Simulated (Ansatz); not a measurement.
Potential energy curve for SiC, triplet.

Level of theory: full CI/cc-pVDZ, frozen core run with Ansatz (an electronic-structure program).

Relative to R = 1.78 Å, what are the energies at R = 1.27, 1.58, 1.87, 1.95 Å?

742.0 kJ/mol at 1.27 Å, 56.0 kJ/mol at 1.58 Å, 11.7 kJ/mol at 1.87 Å, 31.7 kJ/mol at 1.95 Å.

The scan ran from 1.27 to 6.94 Å; beyond the distances shown full CI changes its symmetry label.
